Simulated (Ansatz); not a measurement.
Computed with Ansatz.

Basis-set series for CH₇GeNSi (`[SiH3][CH]1[NH][GeH2]1`). Total charge 0; spin multiplicity 1. Geometry: relaxed with PBE0-D4/def2-TZVP.

Cartesian coordinates in Å:
```
Si 1.476 -0.640 0.552
C -0.347 -0.412 0.255
N -0.742 -0.350 -1.185
Ge -1.052 1.284 -0.323
H 1.774 -0.413 1.993
H 1.927 -2.009 0.179
H 2.232 0.347 -0.262
H -1.017 -0.947 0.930
H -1.585 -0.887 -1.361
H -0.165 2.421 -0.810
H -2.501 1.606 0.031
```

| functional | basis | functions | energy (Eh) | HOMO (eV) | LUMO (eV) |
| --- | --- | --- | --- | --- | --- |
| PBE0-D4 | def2-SVP | 113 | -2462.58226 | -6.35 | -0.13 |
| PBE0-D4 | def2-QZVPP | 483 | -2463.11857 | -6.47 | -0.50 |
| ωB97M-V | def2-SVP | 113 | -2462.87836 | -8.48 | 1.76 |
| ωB97M-V | def2-QZVPP | 483 | -2463.41762 | -8.62 | 1.07 |

(1) Give the rows for def2-TZVPP. (Estimate.)

Results:

(1) The calculation gave: 
| functional | basis | functions | energy (Eh) | HOMO (eV) | LUMO (eV) |
| --- | --- | --- | --- | --- | --- |
| PBE0-D4 | def2-TZVPP | 250 | -2463.05778 | -6.45 | -0.33 |
| ωB97M-V | def2-TZVPP | 250 | -2463.35906 | -8.59 | 1.45 |

Positive LUMOs are unbound and depend on the basis. Scalar relativity is left out up to krypton.
